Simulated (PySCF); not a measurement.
Ta: excitation energy

Ta [Xe] 4f14 5d3 6s2 (4F) → Ta [Xe] 4f14 5d2 6s2 7s1 (4F), as a difference of total energies. All numbers are calculated (PySCF 2.14, scalar relativity by spin-free X2C-1e, in x2c-TZVPPall with one added diffuse shell each of s, p, d, f type (12s8p8d4f1g, 113 functions)). The calculations carry no spin-orbit coupling.

```json
{"method": "UHF", "excitation energy (cm⁻¹)": "39989"}
{"method": "BP86", "excitation energy (cm⁻¹)": "46340"}
{"method": "wB97X", "excitation energy (cm⁻¹)": "43785"}
{"method": "B97-3", "excitation energy (cm⁻¹)": "45375"}
```

The promoted electron is Rydberg-like, and one or two diffuse shells describe it only roughly, which tends to raise the upper state.
